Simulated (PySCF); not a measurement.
Compound: C4H10BN.
Structure used (PBE0-D3(BJ)/def2-SVP), in Å, numbered top down from 1:
```
atom  x, y, z in Å
C1     1.8354    0.6415   -1.1328
C2     0.5793    0.5316   -0.6790
N3     0.0911   -0.4276    0.2056
C4     1.0453   -1.4044    0.6851
B5    -1.2647   -0.4555    0.6179
C6    -2.3358    0.5866    0.1194
H7     2.6394   -0.0383   -0.8460
H8     2.0836    1.4468   -1.8254
H9    -0.1762    1.2481   -1.0091
H10    1.4712   -1.9856   -0.1502
H11    1.8807   -0.9145    1.2134
H12    0.5437   -2.0917    1.3753
H13   -1.5573   -1.3419    1.3923
H14   -2.0629    1.6168    0.4079
H15   -3.3327    0.3822    0.5342
H16   -2.4272    0.5868   -0.9806
```

Theory: PySCF, PBE0-D3(BJ)/def2-SVP geometry optimisation, gas phase.

Take the most abundant isotopes and a rigid rotor. The values belong to one conformer with, in the numbering `[CH2:1]=[CH:2][N:3]([CH3:4])[BH:5][CH3:6]`, C1–C2–N3–C4 0°, C2–N3–B5–C6 0°.

**Question.** What are A, B and C (GHz)?

**Answer.** Ia = 91.12, Ib = 195.59, Ic = 280.37 u·Å²; 505379 MHz·u·Å²/I gives 5546, 2584 and 1803 MHz, that is A = 5.5463, B = 2.5838, C = 1.8026 GHz.

**Question.** Classify the top.

**Answer.** An asymmetric top; Ray's κ = -0.583.

**Question.** What does the inertial defect say?

**Answer.** Not planar: Δ = Ic − Ia − Ib = -6.35 u·Å². For a rigid frame Δ = −2 Σ m c², so Σ m c² = 3.17 u·Å² lies off the ab plane, practically all of it from hydrogen. The atom farthest from that plane is 0.90 Å away.

**Question.** Predict some low-J microwave lines.

**Answer.** The dipole components are |μa| = 0.61 D, |μb| = 0.05 D, |μc| = 0.01 D. Intensities carry the squares of the components, which stand as 1.00 : 0.01 : 0.00 (a : b : c). Some lines, for components of 0.1 D or more:

```csv
type,branch,"J(Ka,Kc)",MHz,lower level (cm⁻¹)
a,Q,"3(2,1) ← 3(2,2)",651,1.325
a,Q,"1(1,0) ← 1(1,1)",781,0.245
a,Q,"2(1,1) ← 2(1,2)",2344,0.512
a,R,"1(0,1) ← 0(0,0)",4386,0.000
a,Q,"3(1,2) ← 3(1,3)",4673,0.909
a,R,"2(1,2) ← 1(1,1)",7991,0.245
a,R,"2(0,2) ← 1(0,1)",8638,0.146
a,R,"2(1,1) ← 1(1,0)",9554,0.271
a,R,"3(0,3) ← 2(0,2)",12643,0.434
a,R,"3(2,1) ← 2(2,0)",13675,0.891
a,R,"3(1,2) ← 2(1,1)",14238,0.590
```

Stationary, but not proved a minimum. No vibrational averaging or centrifugal distortion is included, and the geometry carries the error of its method. A rigid rotor knows nothing of internal rotation, which can split or shift real lines. Quadrupole hyperfine structure (11B, 14N) is left out.
